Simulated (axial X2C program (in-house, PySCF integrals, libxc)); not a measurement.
**PrSe: a free-ion multiplet in an axial field**

Calculated with an in-house all-electron X2C program for linear molecules (integrals from PySCF): two-component X2C with atomic mean-field Coulomb terms (Gaunt term off), basis Pr dyall-v3z, Se dyall-v3z (cores contracted in-house). Orbitals come from Hartree–Fock averaged over the configuration Pr f3 s0 d(πδ)0; CI then distributes these electrons over the f, s, d(πδ) shells of Pr.

R = 2.632 Å.

Q: Which level do Hund's rules give for f3, how many Ω levels does it split into, and what is its Landé factor?

A: S = 3/2, L = 6, J = 9/2 (4I9/2). It gives Ω = 1/2 to 9/2, 5 levels. gJ = 3/2 + [S(S+1) − L(L+1)]/[2J(J+1)] = 0.727, so g∥ = 2gJΩ.

The computed levels compare thus:

```
  Ω  energy (cm⁻¹)  g∥ computed  2gJΩ
9/2              0         6.52  6.55
7/2            121         4.94  5.09
5/2            273         3.47  3.64
3/2            388         2.04  2.18
1/2            453         0.68  0.73
```

The 5 lowest levels are just these Ω; they span 453 cm⁻¹, the lowest has Ω = 9/2, and the next level lies at 1353 cm⁻¹. Departures of g∥ from 2gJΩ come from intermediate coupling and from mixing with the higher-lying level J + 1 of the term. The computed g∥ is the magnitude of 2⟨Lz + ge Sz⟩.

Dynamic correlation is missing, so gaps between terms are too wide and other configurations may lie lower; the lowest level listed is that of this model, not necessarily the ground state. At most 4 roots were kept for each Ω > 0 (twice that for Ω = 0) within 2.2 eV of the lowest, so higher up levels can be missing between those listed; levels with Ω > 0 are doubly degenerate and listed once, Ω = 0 levels singly. States that fill the shells left empty in the average are placed too high.
